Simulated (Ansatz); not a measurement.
Harmonic frequencies (cm⁻¹) at PBE0-D4/def2-TZVP from Ansatz: 97, 161, 233, 341, 581, 663, 671, 709, 790, 829, 847, 1142, 1161, 1185, 1391, 1605, 1672, 2293, 3005, 3108, 3440.

Each molecule was computed in one conformer, which needn't be the lowest.

(1) Which molecule is it?
A. `[OH][Al]1[CH2][CH2]1`
B. `N=C1N=C[SiH2]1`
C. `NPS[SiH3]`
D. `N=C[SiH]1C=N1`

Answers

(1) D.
